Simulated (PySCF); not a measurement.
Be(Me)2 (C2H6Be), SMILES [CH3][Be][CH3].

Geometry: r2SCAN-D4/def2-TZVP. The isomer is the one that the SMILES or the coordinates give; other isomers of the formula were not compared.

Two levels are set side by side: TDA-PBE/def2-SVPD (PySCF) and TDA-B3LYP/def2-SVPD (PySCF). Vertical, same geometry. The lowest singlet is HOMO→LUMO 99 % with PBE and HOMO→LUMO 96 % with the other functional; states are paired by order. Differences are taken from unrounded values.

```json
[
 {"quantity": "lowest singlet excitation (eV)", "TDA-B3LYP": "6.74", "TDA-PBE": "6.42", "TDA-PBE minus TDA-B3LYP": "-0.32"},
 {"quantity": "lowest triplet excitation (TDA) (eV)", "TDA-B3LYP": "6.40", "TDA-PBE": "6.07", "TDA-PBE minus TDA-B3LYP": "-0.33"},
 {"quantity": "first bright state (f over 0.05) (eV)", "TDA-B3LYP": "7.28", "TDA-PBE": "6.88", "TDA-PBE minus TDA-B3LYP": "-0.40"},
 {"quantity": "its oscillator strength", "TDA-B3LYP": "0.21", "TDA-PBE": "0.19", "TDA-PBE minus TDA-B3LYP": "-0.02"}
]
```

Functionals without exact exchange tend to place singlet excitations lower, as here. Differences between two approximate levels are no errors against the true value.

Rough cost on one machine, each run with all the roots and properties that it gave: TDA-B3LYP against TDA-PBE within a factor of 2.
